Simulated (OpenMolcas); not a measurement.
Pd4+ (d6) among equal point charges was computed by CASSCF with the d shell active (OpenMolcas, ANO-RCC-VDZP on the metal). Its lowest spin-free states, and all those of the highest spin:

```json
{"2S+1": "5", "Degeneracy": "2", "E (cm-1)": "0.0"}
{"2S+1": "5", "Degeneracy": "3", "E (cm-1)": "5994"}
{"2S+1": "3", "Degeneracy": "3", "E (cm-1)": "18323"}
{"2S+1": "3", "Degeneracy": "2", "E (cm-1)": "21716"}
{"2S+1": "3", "Degeneracy": "3", "E (cm-1)": "23339"}
{"2S+1": "3", "Degeneracy": "3", "E (cm-1)": "23666"}
{"2S+1": "3", "Degeneracy": "1", "E (cm-1)": "25394"}
{"2S+1": "3", "Degeneracy": "1", "E (cm-1)": "26440"}
{"2S+1": "3", "Degeneracy": "3", "E (cm-1)": "27607"}
{"2S+1": "3", "Degeneracy": "3", "E (cm-1)": "28700"}
{"2S+1": "3", "Degeneracy": "2", "E (cm-1)": "28785"}
{"2S+1": "1", "Degeneracy": "3", "E (cm-1)": "29248"}
```

Problem. Is the site octahedral, tetrahedral or cube-like, axial, or of lower symmetry?

Solution. The states with 2S+1 = 5 have orbital degeneracies 2, 3. Threefold states need a cubic site. For d6 at this spin an octahedron puts the threefold T2 below the twofold E and a tetrahedron or cube puts the twofold E below the threefold T2, so the site is a tetrahedron or a cube, which this pattern cannot tell apart. The first gap at this spin, 5990 cm-1, is |10Dq| in ligand-field theory. The run had Pd4+ among 8 point charges of -1.2 e arranged as a cube (Oh), 1.79 Å from the ion.

An orbital doublet at a regular site is open to a Jahn-Teller distortion, which this geometry leaves out. Without dynamic correlation the repulsion within the d shell is too large (B by tens of per cent), so at a given field states of lower spin stand too high. Point charges give a weaker field than real ligands, and real ions of this kind are as a rule low spin; the high spin found here belongs to the model. This is an electrostatic model: the charges have no orbitals. No measured value stands beside these numbers.
